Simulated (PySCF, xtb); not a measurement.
CsF, SMILES [Cs][F].

GFN2-xTB run with xtb 6.7.1 at its own geometry gives an orbital gap of 1.17 eV and a dipole moment of 8.74 D.

Coordinates come from a B3LYP-D3(BJ)/def2-TZVPD optimisation. The def2 effective core potentials stand for the cores of Cs; spin–orbit coupling is left out.

Task: What does HF/def2-TZVPD (PySCF) give? (Estimate from the structure and the level; the computed values follow.)

Result: gap 11.02 eV (levels -11.05 and -0.02 eV), dipole 8.72 D.
